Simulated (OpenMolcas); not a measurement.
## What dynamic correlation does to the levels of Ne2+

| Item | Value |
| --- | --- |
| Program | OpenMolcas |
| Basis | ANO-RCC [8s7p4d3f2g] |
| Scalar Hamiltonian | DKH2, point nucleus |
| Active space | 6 electrons in 9 orbitals (RAS2 2s 2p; RAS3 3d, at most 2 electrons) |
| State averaging | 2S+1 = 3 even, 3 roots; 2S+1 = 1 even, 6 roots; 2S+1 = 3 odd, 3 roots; 2S+1 = 1 odd, 3 roots |
| Spin-orbit coupling | RASSI with atomic mean-field integrals over the reference wave functions, term energies averaged over their components |

Methods on the same reference wave functions:
A. RASSCF
B. SS-RASPT2, IPEA 0.25 Eh, imaginary shift 0.1 Eh (closed shells correlated: 1s)

Energies in cm-1 above 2s2 2p4 3P2, the measured ground level; measured values from Moore, Atomic Energy Levels, vol. I, NSRDS-NBS 35 (1971 reprint of NBS Circular 467, 1949).

| Level | A | B | Measured |
| --- | --- | --- | --- |
| 2s2 2p4 3P2 | 0.0 | 0.0 | 0.0 |
| 2s2 2p4 3P1 | 600 | 600 | 650 |
| 2s2 2p4 3P0 | 885 | 885 | 927 |
| 2s2 2p4 1D2 | 27206 | 25840 | 25841 |
| 2s2 2p4 1S0 | 57825 | 55586 | 55747 |
| 2s 2p5 3P* 2 | 207381 | 204616 |  |
| 2s 2p5 3P* 1 | 207960 | 205195 | 204879 |
| 2s 2p5 3P* 0 | 208252 | 205487 | 205204 |
| 2s 2p5 1P* 1 | 298331 | 291240 |  |

Deviations, from unrounded energies. A percentage is the sum of absolute deviations over the sum of measured energies, with the sign that they share, or ± where signs differ.

| Against measurement | Levels | A | B |
| --- | --- | --- | --- |
| mean absolute deviation (cm-1) | 6 | 1600 | 140 |
| fine structure of the ground term (%) | 2 | -5.8 | -5.8 |
| other terms of the ground configuration (%) | 2 | +4.2 | -0.2 |
| other configurations (%) | 2 | +1.5 | +0.1 |

B lies closest to measurement on these levels. The largest miss of B in the table is 2s 2p5 3P* 1, by +320 cm-1. The ranking rests on the paired levels alone, and a cruder setting can come out closer through cancelling errors.

From A to B the spin-free energies of the other terms of 2s2 2p4 shown, above 3P, scale by factors of 0.95 to 0.96.

The lowest spin-free term lies below A's lowest term by 0.147 hartree in B.

Active for correlation alone: 3d; no level in the range computed is led by a configuration that fills it, so any true level of that kind is missing. Measured partners are found by configuration, term and J. A level has none where our copy of the source lacks it or the pairing is in doubt (some pairs that miss far off the trend of their configuration count as doubtful), and it then counts in no deviation. Only configurations of the active space appear.

* marks odd parity.
